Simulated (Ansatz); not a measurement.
The first iterations of a band of GaH₁₁N₄Si (17 atoms, charge 0, multiplicity 1).

Level of theory: Ansatz 0.2.0, RKS PBE/def2-SVP.

```yaml
movable_images: 9
climbing_image: yes
spring: 5.0 eV/Å²
optimiser: quadratic models (default)
start_path: through a guess of the saddle point
force_threshold: 0.05 eV/Å
iteration_limit: 60
end_points: relaxed
```

First end point:

```xyz
17
Properties=species:S:1:pos:R:3
Ga -0.401 0.212 0.489
N -0.375 -1.051 1.873
H -0.362 -2.022 1.539
H 0.391 -0.961 2.551
N 1.248 1.123 -0.099
H 2.140 0.650 0.096
H 1.258 1.361 -1.101
N -1.653 0.183 -0.916
H -2.520 -0.321 -0.689
H -1.300 -0.237 -1.785
N -0.715 2.045 1.384
H -1.421 2.533 0.809
Si 0.958 2.891 1.200
H 2.083 2.280 2.001
H 1.215 3.698 -0.049
H 0.604 4.054 2.152
H -1.056 2.106 2.355
```

Last end point:

```xyz
17
Properties=species:S:1:pos:R:3
Ga -0.163 0.601 0.265
N -0.536 -0.561 2.034
H -1.375 -1.111 1.801
H 0.245 -1.202 2.224
N 1.586 -0.039 -0.041
H 1.838 -0.013 -1.038
H 2.305 0.524 0.432
N -1.622 -0.125 -0.696
H -1.344 -0.866 -1.353
H -2.126 0.571 -1.260
N -0.463 2.352 0.939
H -1.450 2.631 0.966
Si 0.681 3.643 1.115
H 2.065 3.036 1.112
H 0.663 4.698 0.023
H 0.514 4.405 2.415
H -0.728 0.001 2.874
```

| iteration | highest image above the first end (eV) | largest band force component (eV/Å) |
| --- | --- | --- |
| 1 | 6.764 | 27.833 |
| 2 | 1.411 | 1.929 |
| 3 | 0.913 | 1.106 |
| 4 | 0.658 | 0.587 |

Q: Does the band converge within its limit, and where does its top end?

A: It converged. It ended after 13 iterations with the highest image 0.449 eV above the first end. A vibrational analysis at the climbing image gives one clearly imaginary mode, 1027i cm⁻¹: a first-order saddle point. The orbitals stay closed-shell, which can raise the energy where a bond breaks towards radicals; this wasn't checked here.

Run time: 2.5 min on 4 threads of Intel(R) Xeon(R) 6975P-C (Granite Rapids), on a shared host, peak memory 0.28 GiB.
